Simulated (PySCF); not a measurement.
# Heteronuclear NMR

Atoms are numbered as in `[O:1]=[CH:2][CH2:3]/[C:4]([SiH3:5])=[CH:6]/[C:7]([F:8])([F:9])[F:10]`. Each H is labelled by its parent atom.

Calculated, not measured (PySCF 2.14): geometry from GFN2-xTB, shieldings: GIAO PBE0/pcSseg-1. A single conformation, non-relativistic Hamiltonian, no solvent, equivalent nuclei averaged.

**Question.** What are the ¹⁹F shifts?

**Answer.** 
```tsv
atoms	environment	σ (ppm)	δ (ppm)
F8/F9/F10	fluorine of a CF3 group	243.7	-59.2
```

Shieldings were converted by a linear fit to measured shifts: ¹⁹F (scatter 6.0 ppm rms, 7.0 ppm with the 5 outliers that the fit left out vs CFCl3, solution or neat liquid, with a term for F on sp3 carbon). A few per cent of atoms miss by over 2 rms, more outside the fitted compound classes.

On a 600 MHz spectrometer ¹⁹F resonates near 564.6 MHz, so 1 ppm is 564.6 Hz.

**Question.** What are the ²⁹Si shifts?

**Answer.** 
```json
{"atoms": "Si5", "environment": "silicon bonded to C, 3 H", "σ (ppm)": "425.9", "δ (ppm)": "-70.1"}
```

Shieldings were converted by a linear fit to measured shifts: ²⁹Si: δ = 279.94 − 0.822σ (rms 8.9 ppm, 72 shifts, 25.8 ppm with the 6 outliers that the fit left out vs TMS, solution or neat liquid). Occasional misses reach two or three times the rms, and more in compound classes unlike the fitted ones.

On a 300 MHz spectrometer ²⁹Si resonates near 59.6 MHz, so 1 ppm is 59.6 Hz.

**Question.** Predict the ¹⁷O NMR data.

**Answer.** 
```
atoms      environment  σ (ppm)  δ (ppm)
   O1  aldehyde oxygen   -349.8    585.3
```

Shieldings were converted by a linear fit to measured shifts: ¹⁷O: δ = 266.70 − 0.911σ (rms 10.7 ppm, 155 shifts, 12.2 ppm with the 3 outliers that the fit left out vs liquid water, solution or neat liquid). A few per cent of atoms miss by over 2 rms, more outside the fitted compound classes.

On a 600 MHz spectrometer ¹⁷O resonates near 81.3 MHz, so 1 ppm is 81.3 Hz.
